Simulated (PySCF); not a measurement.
C3H2F3, SMILES F[C](F)C(=C)F, multiplicity 2. Geometry optimised at B3LYP-D3(BJ)/def2-SVP. The isomer is the one that the SMILES or the coordinates give; other isomers of the formula were not compared. One conformer was computed; it need not be the lowest.

Task: Give the equilibrium geometry at B3LYP-D3(BJ)/def2-SVP (PySCF confirms it by a frequency run) as bond lengths and angles, and its point group. (Estimate from the structure and the level; the computed values follow.)

Result: This is not unique; one that fits is point group Cs.
Atoms: C1 C2 F3 C4 F5 F6 H7 H8. Bonded distances (Å): C1–C2 1.376, C1–H7 1.089, C1–H8 1.090, C2–F3 1.344, C2–C4 1.390, C4–F5 1.316, C4–F6 1.312. Bond angles (°): C2–C1–H7 120.4, C2–C1–H8 119.5, H7–C1–H8 120.1, C1–C2–F3 119.9, C1–C2–C4 125.8, F3–C2–C4 114.4, C2–C4–F5 122.4, C2–C4–F6 124.1, F5–C4–F6 113.5.
Charge 0, spin multiplicity 2.
